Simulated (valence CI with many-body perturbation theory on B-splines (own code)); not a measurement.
Level structure of Pt XXIX

Level of theory: valence CI with perturbative core correlation (CI+MBPT): four valence electrons over a frozen Dirac-Fock core [Kr] 4d10, a basis of 7 s, 7 p, 7 d, 7 f, 4 g, 2 h functions for each j, with the one-electron correlation potential Σ1 (screened to all orders), the two-electron term Σ2, the three-electron term Σ3, Breit, model QED; selected single and double excitations, second order for the rest, scaled by the run's own slope (own B-spline code, finite nucleus).

No measured spectrum was set against this ion. As an estimate, large intervals hold to a few tenths of a per cent, small ones and those within an open d or f shell to about a per cent. Excitations out of the core, of the other parity, are not computed and may begin above about 181 eV (a cautious bound); beyond it only levels of the ground parity were kept, without lifetimes.

Levels 91 to 135 of 200, with energies above the lowest level, (4f5/2^4) J=4. "Leading %" is the weight of the configuration and term that name the level; weights of strongly mixed levels are sums over their largest components and can fall short. In the jj column 3d3/2^4 stands for four electrons in 3d with j = 3/2.

| No. | Configuration | Term | J | E (cm⁻¹) | Leading % | Leading jj | Second component |
| --- | --- | --- | --- | --- | --- | --- | --- |
| 91 | 4f4 | 3D | 1 | 237300 | 85 | 4f5/2 4f7/2^3 (69 %) | 12 % 4f4 3P |
| 92 | 4f4 | 3F | 2 | 243460 | 42 | 4f5/2^2 4f7/2^2 (51 %) | 32 % 4f4 3P |
| 93 | 4f4 | 1H | 5 | 245390 | 53 | 4f5/2 4f7/2^3 (62 %) | 21 % 4f4 3H |
| 94 | 4f4 | 1S | 0 | 258550 | 63 | 4f5/2 4f7/2^3 (69 %) | 36 % 4f4 3P |
| 95 | 4f4 | 3F | 4 | 265280 | 62 | 4f5/2^2 4f7/2^2 (50 %) | 17 % 4f4 3H |
| 96 | 4f4 | 3H | 6 | 265610 | 50 | 4f5/2^2 4f7/2^2 (51 %) | 45 % 4f4 1I |
| 97 | 4f4 | 3P | 2 | 265620 | 75 | 4f5/2 4f7/2^3 (46 %) | 9 % 4f4 3D |
| 98 | 4f4 | 3F | 3 | 270920 | 80 | 4f5/2 4f7/2^3 (94 %) | 11 % 4f4 3D |
| 99 | 4f4 | 3H | 4 | 271420 | 65 | 4f5/2^2 4f7/2^2 (40 %) | 15 % 4f4 1G |
| 100 | 4f4 | 3F | 2 | 273870 | 46 | 4f7/2^4 (60 %) | 22 % 4f4 1D |
| 101 | 4f4 | 1I | 6 | 282820 | 50 | 4f5/2 4f7/2^3 (81 %) | 43 % 4f4 3H |
| 102 | 4f4 | 3H | 5 | 285500 | 67 | 4f5/2 4f7/2^3 (96 %) | 31 % 4f4 1H |
| 103 | 4f4 | 3P | 1 | 290870 | 95 | 4f5/2 4f7/2^3 (90 %) | 4 % 4f4 3D |
| 104 | 4f4 | 3P | 0 | 308980 | 78 | 4f7/2^4 (63 %) | 20 % 4f4 1S |
| 105 | 4f4 | 1G | 4 | 311710 | 88 | 4f5/2 4f7/2^3 (50 %) | 5 % 4f4 3G |
| 106 | 4f4 | 1D | 2 | 373520 | 96 | 4f5/2^2 4f7/2^2 (57 %) |  |
| 107 | 4f4 | 1S | 0 | 432660 | 95 | 4f5/2^2 4f7/2^2 (57 %) | 5 % 4f4 3P |
| 108 | 4f3 5s | 5I° | 4 | 1188300 | 80 | 4f5/2^3 5s (85 %) | 18 % 4f3 5s 3H° |
| 109 | 4f3 5s | 5I° | 5 | 1196700 | 48 | 4f5/2^3 5s (82 %) | 29 % 4f3 5s 3I° |
| 110 | 4f3 5s | 5I° | 6 | 1223200 | 78 | 4f5/2^2 4f7/2 5s (91 %) | 15 % 4f3 5s 3I° |
| 111 | 4f3 5s | 3I° | 5 | 1226300 | 46 | 4f5/2^2 4f7/2 5s (86 %) | 43 % 4f3 5s 5I° |
| 112 | 4f3 5s | 5F° | 1 | 1229400 | 63 | 4f5/2^3 5s (80 %) | 29 % 4f3 5s 3D° |
| 113 | 4f3 5s | 5F° | 2 | 1233800 | 40 | 4f5/2^3 5s (81 %) | 22 % 4f3 5s 3D° |
| 114 | 4f3 5s | 5I° | 7 | 1244400 | 82 | 4f5/2 4f7/2^2 5s (54 %) | 9 % 4f3 5s 3K° |
| 115 | 4f3 5s | 3H° | 4 | 1249700 | 34 | 4f5/2^2 4f7/2 5s (82 %) | 25 % 4f3 5s 3G° |
| 116 | 4f3 5s | 5G° | 2 | 1249900 | 59 | 4f5/2^3 5s (72 %) | 21 % 4f3 5s 3F° |
| 117 | 4f3 5s | 3G° | 5 | 1250300 | 35 | 4f5/2^2 4f7/2 5s (91 %) | 17 % 4f3 5s 3I° |
| 118 | 4f3 5s | 5F° | 3 | 1251600 | 58 | 4f5/2^2 4f7/2 5s (49 %) | 10 % 4f3 5s 3D° |
| 119 | 4f3 5s | 3I° | 6 | 1253900 | 65 | 4f5/2^2 4f7/2 5s (62 %) | 19 % 4f3 5s 3K° |
| 120 | 4f3 5s | 5S° | 2 | 1257200 | 39 | 4f5/2^2 4f7/2 5s (85 %) | 25 % 4f3 5s 5F° |
| 121 | 4f3 5s | 5G° | 3 | 1259500 | 52 | 4f5/2^2 4f7/2 5s (73 %) | 23 % 4f3 5s 3G° |
| 122 | 4f3 5s | 5I° | 8 | 1261900 | 71 | 4f5/2 4f7/2^2 5s (46 %) | 25 % 4f3 5s 3K° |
| 123 | 4f3 5s | 5F° | 4 | 1263200 | 47 | 4f5/2^2 4f7/2 5s (83 %) | 21 % 4f3 5s 1G° |
| 124 | 4f3 5s | 3F° | 2 | 1264900 | 49 | 4f5/2^2 4f7/2 5s (90 %) | 18 % 4f3 5s 5S° |
| 125 | 4f3 5s | 3S° | 1 | 1268300 | 39 | 4f5/2^2 4f7/2 5s (86 %) | 19 % 4f3 5s 5F° |
| 126 | 4f3 5s | 3G° | 3 | 1269500 | 57 | 4f5/2^2 4f7/2 5s (88 %) | 31 % 4f3 5s 3F° |
| 127 | 4f3 5s | 3I° | 7 | 1274400 | 53 | 4f5/2^2 4f7/2 5s (55 %) | 20 % 4f3 5s 1K° |
| 128 | 4f3 5s | 5G° | 4 | 1274500 | 62 | 4f5/2^2 4f7/2 5s (84 %) | 15 % 4f3 5s 5F° |
| 129 | 4f3 5s | 3G° | 3 | 1281000 | 40 | 4f5/2^2 4f7/2 5s (73 %) | 22 % 4f3 5s 5G° |
| 130 | 4f3 5s | 5F° | 5 | 1282800 | 51 | 4f5/2 4f7/2^2 5s (72 %) | 25 % 4f3 5s 3H° |
| 131 | 4f3 5s | 3H° | 6 | 1285100 | 41 | 4f5/2 4f7/2^2 5s (56 %) | 24 % 4f3 5s 5G° |
| 132 | 4f3 5s | 3K° | 6 | 1286500 | 53 | 4f5/2 4f7/2^2 5s (61 %) | 18 % 4f3 5s 3I° |
| 133 | 4f3 5s | 3K° | 7 | 1287200 | 50 | 4f5/2^2 4f7/2 5s (51 %) | 30 % 4f3 5s 1K° |
| 134 | 4f3 5s | 5D° | 0 | 1290100 | 52 | 4f5/2^2 4f7/2 5s (96 %) | 48 % 4f3 5s 3P° |
| 135 | 4f3 5s | 5D° | 2 | 1291600 | 37 | 4f5/2^2 4f7/2 5s (64 %) | 22 % 4f3 5s 3D° |

Where two levels of one J and parity lie close, their mixing, g and order are uncertain.
